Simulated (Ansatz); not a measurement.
These are frozen-core CCSD(T)/cc-pVTZ // CAM-B3LYP-D3(BJ)/def2-TZVP in Ansatz (an electronic-structure program) values and carry that method's errors. The restricted HF reference is unstable towards unrestricted orbitals.

Ansatz 0.2 input:
```yaml
crystal:
  periodic: [false, false, false]
  atoms:
    - { symbol: B, position_ang: [-2.081758, -1.040062, 0.383607] }
    - { symbol: C, position_ang: [-0.932534, -0.068587, 0.114258] }
    - { symbol: C, position_ang: [-1.168831, 1.408352, -0.089514] }
    - { symbol: C, position_ang: [0.310218, -0.594172, 0.06075] }
    - { symbol: C, position_ang: [1.540965, 0.130181, -0.185633] }
    - { symbol: C, position_ang: [2.729314, -0.464388, -0.223198] }
    - { symbol: H, position_ang: [-3.213371, -0.663612, 0.440462] }
    - { symbol: H, position_ang: [-1.846381, -2.19929, 0.539899] }
    - { symbol: H, position_ang: [-0.612345, 2.012836, 0.629734] }
    - { symbol: H, position_ang: [-2.223299, 1.650928, 0.024536] }
    - { symbol: H, position_ang: [-0.86352, 1.732781, -1.086866] }
    - { symbol: H, position_ang: [0.420247, -1.662967, 0.214353] }
    - { symbol: H, position_ang: [1.475694, 1.199723, -0.345651] }
    - { symbol: H, position_ang: [3.638762, 0.09056, -0.408147] }
    - { symbol: H, position_ang: [2.826838, -1.532284, -0.068589] }
basis:
  gaussian: { orbitals: cc-pVTZ }
correlation:
  method: ccsd_t
```

Output:

```
Functional definition: HF
1735 factors; integrals over basis functions are off by at most 1.1e-3 eV
mean field evaluation 1: about -5962.8681 eV, gradient 3.6e1 eV
mean field evaluation 2: about -5963.1964 eV, gradient 3.6e1 eV
mean field evaluation 4: about -5967.0896 eV, gradient 4.5e0 eV
mean field evaluation 8: about -5967.1562 eV, gradient 2.4e-1 eV
mean field evaluation 16: about -5962.8672 eV, gradient 3.6e1 eV
mean field -5967.15653858 eV, -219.2889581089 hartree, gradient 2.3e-6 eV, S^2 0.000000; 0 other end points of the search recorded, 0 dependent functions left out; unrestricted orbitals would lower it
6 core orbitals not correlated
reference -5967.15653858 eV, -219.2889581089 hartree; 16, 16 occupied and 284, 284 virtual orbitals, 1735 factors
second order -25.04984737 eV of doubles, -0.00000000 eV of singles
cycle   1  -25.69973656 eV  change   -6.5e-1 eV  update   1.1e-1
cycle   2  -26.36836383 eV  change   -6.7e-1 eV  update   3.5e-2
cycle   3  -26.50811815 eV  change   -1.4e-1 eV  update   1.6e-2
cycle   4  -26.50407635 eV  change    4.0e-3 eV  update   4.7e-3
cycle   5  -26.50349311 eV  change    5.8e-4 eV  update   2.1e-3
cycle   6  -26.50418853 eV  change   -7.0e-4 eV  update   6.7e-4
cycle   7  -26.50409857 eV  change    9.0e-5 eV  update   3.1e-4
cycle   8  -26.50406447 eV  change    3.4e-5 eV  update   1.4e-4
cycle   9  -26.50410747 eV  change   -4.3e-5 eV  update   4.9e-5
cycle  10  -26.50409176 eV  change    1.6e-5 eV  update   2.0e-5
perturbative correction -1.22257845 eV, -0.0449289294 hartree
Total energy: -5994.88320879 eV, -220.3078944452 hartree
```

Cost: around 40 core-minutes (rough).
